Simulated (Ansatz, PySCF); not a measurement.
This PySCF input computes a BLYP/def2-TZVPD energy:

```python
from pyscf import gto, scf, dft

mol = gto.M(
    atom='''
    B    -0.00000000   -0.00000000   -0.58802645
    N     0.00000000    0.00000000    0.67320420
    H    -0.00000000   -0.00000000   -1.77229712
    ''',
    basis='def2-tzvpd',
    charge=-1,
    spin=0,
    verbose=4,
)

mf = dft.RKS(mol, xc='blyp').density_fit(auxbasis='def2-universal-jkfit')
mf.grids.level = 3
mf.conv_tol = 1e-9
mf.max_cycle = 100
mf.max_memory = 1500
mf.kernel()
if not mf.converged:
    mf = mf.newton()
    mf.kernel(mf.make_rdm1())
mf.analyze()
```

Q: Write an input for the same energy in Ansatz (a first-principles code) and say what it gives.

A: 
Ansatz 0.2 input:
```yaml
crystal:
  periodic: [false, false, false]
  atoms:
    - {symbol: B, position_ang: [-0.00000000, -0.00000000, -0.58802645]}
    - {symbol: N, position_ang: [0.00000000, 0.00000000, 0.67320420]}
    - {symbol: H, position_ang: [-0.00000000, -0.00000000, -1.77229712]}
basis:
  gaussian:
    orbitals: def2-TZVPD
hamiltonian:
  xc: {name: BLYP}
total_charge: -1
output: {forces: true}
```
It gives -80.20835 Eh, and PySCF -80.20837 Eh, a difference of 0.02 mEh, from the treatment of integrals and grids.

It need not be the lowest isomer of its formula. Whether it binds its extra electron was not tested at this geometry.
